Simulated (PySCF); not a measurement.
Run record: excited-state job, `F[Si@@H](Br)CC[SiH3]`.

Method: TDDFT CAM-B3LYP/def2-SVPD, vertical, gas phase, core orbitals frozen in the response (PySCF 2.14.0, density-fitted response routines). Geometry: GFN2-xTB. The input is one job of a driver script: a line of settings, then coordinates in Å.

Command:
```bash
OMP_NUM_THREADS=1 python probes_run.py task.json out
```

Input:
```
{"job": {"kind": "uv", "xc": "CAM-B3LYP", "basis": "def2-SVPD", "nstates": 8, "ntriplets": 3}, "charge": 0, "multiplicity": 1}
F      2.608260    -0.308103     1.084685
Si     2.178971     0.520319    -0.221807
Br     3.678128    -0.020376    -1.747402
C      0.458413    -0.037410    -0.756705
C     -0.574971     0.125961     0.360743
Si    -2.304393    -0.484151    -0.159036
H      2.364167     1.911137     0.126984
H      0.491428    -1.086781    -1.065126
H      0.136147     0.526356    -1.634902
H     -0.626079     1.176451     0.655451
H     -0.240396    -0.422683     1.243545
H     -3.212510    -0.364590     0.980382
H     -2.191773    -1.879612    -0.587366
H     -2.766068     0.343009    -1.276663
```

Question: Estimate the output.

Answer: 
```
coarse grid: 55592 points
cycle   1  E = -3333.4974947721  dE = -7.149e-01  |g| = 5.789e-01  |ddm| = 4.769e+00
cycle   2  E = -3333.4815092110  dE =  1.599e-02  |g| = 7.144e-01  |ddm| = 1.512e+00
cycle   3  E = -3333.5672729453  dE = -8.576e-02  |g| = 6.768e-02  |ddm| = 6.560e-01
cycle   4  E = -3333.5680808847  dE = -8.079e-04  |g| = 2.524e-02  |ddm| = 1.385e-01
cycle   5  E = -3333.5682420390  dE = -1.612e-04  |g| = 6.783e-03  |ddm| = 4.739e-02
cycle   6  E = -3333.5682515295  dE = -9.491e-06  |g| = 1.104e-03  |ddm| = 1.113e-02
final grid: 113928 points
cycle   7  E = -3333.5681826917  dE = -1.931e-07  |g| = 9.949e-04  |ddm| = 4.968e-03
cycle   8  E = -3333.5681827023  dE = -1.057e-08  |g| = 1.007e-03  |ddm| = 2.741e-03
cycle   9  E = -3333.5681829725  dE = -2.703e-07  |g| = 5.813e-05  |ddm| = 1.279e-03
cycle  10  E = -3333.5681829735  dE = -9.118e-10  |g| = 1.686e-05  |ddm| = 1.172e-04
converged SCF energy = -3333.5681829735

Static polarisability (au): isotropic 98.250, principal 80.741 88.979 125.028

Singlet excitations
state   eV       nm        f      main configurations
  1   7.1743    172.8   0.10342   H->L 0.57, H->L+1 0.24
  2   7.5319    164.6   0.00229   H->L+1 0.26, H->L+2 0.25, H->L 0.19
  3   7.5588    164.0   0.01834   H->L+2 0.41, H-1->L+1 0.13, H-1->L 0.09
  4   7.6031    163.1   0.02992   H-1->L+1 0.36, H-1->L 0.15, H-2->L 0.10
  5   8.1054    153.0   0.09549   H->L+4 0.19, H-2->L 0.18, H-2->L+1 0.15
  6   8.1749    151.7   0.01411   H-1->L+2 0.72
  7   8.2624    150.1   0.01697   H-2->L+1 0.29, H->L+4 0.26, H->L+3 0.13
  8   8.3836    147.9   0.09052   H->L+5 0.33, H->L+3 0.15, H->L+4 0.09

Triplet excitations (Tamm-Dancoff, eV): 6.7858 7.1026 7.1899
```

The SCF starts on a coarse grid where the log names one; the energy can jump when the final grid takes over, and dE then counts from the start density on the new grid. H and L stand for HOMO and LUMO; the number after each pair is its weight.

Question: Give S1 in cm⁻¹ and kJ/mol.

Answer: 7.1743 eV × 8065.54 = 57865 cm⁻¹; × 96.485 = 692.2 kJ/mol.

Question: Give the mean polarisability as a volume in Å³, and the ratio of the largest to the smallest principal value.

Answer: 98.250 au × 0.148185 = 14.56 Å³; 125.028/80.741 = 1.55.

In short: HOMO -9.48 eV, LUMO 0.79 eV; lowest singlet 7.17 eV; lowest triplet 6.79 eV (Tamm–Dancoff); mean polarisability 98.2 au.

 Relativistic effects, spin–orbit coupling among them, are left out although an element past zinc is present.

Question: How long does this job take on Arm Neoverse V1, one thread, shared host with 32 logical CPUs at a one-minute load of 11? And the peak memory of the process?

Answer: About 60 s, with 0.98 GiB resident at the peak, the Python interpreter and its libraries included.

One conformer stands for the species.
Labels such as C1 count atoms from 1, the log's own numbers from 0.
